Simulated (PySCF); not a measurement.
**Relaxation of singlet Ge₃**

Method: PBE0/[Ge def2-TZVP], no relativity, density fitting, PySCF. A (50,194) grid was used.

A hand-made obtuse triangle start, of C2v symmetry, held to at least that symmetry:

```xyz
3
charge 0 multiplicity 1, angstrom
Ge    0.0000   -0.9680    0.0000
Ge    1.8876    0.4840    0.0000
Ge   -1.8876    0.4840    0.0000
```

What forces act on the atoms at the start (eV/Å)?


| atom | Fx | Fy | Fz |
| --- | --- | --- | --- |
| Ge1 | 0.00 | 1.11 | 0.00 |
| Ge2 | -1.29 | -0.55 | 0.00 |
| Ge3 | 1.29 | -0.55 | 0.00 |

What does it relax to?

It ends at C2v with Ge–Ge 2.295 Å (×2), Ge–Ge 2.984 Å; Ge–Ge–Ge 49.4° (×2), Ge–Ge–Ge 81.1°. A frequency run shows a minimum.

How much energy is released, and in how many steps?

39.7 kJ/mol in 6 steps.

The relaxation took 22 s on 4 threads of a shared Arm Neoverse V2 host, with 144 basis functions and 7 gradients; the process peaked at 0.76 GiB. Launch command: `OMP_NUM_THREADS=4 python axn.py task.json out`.
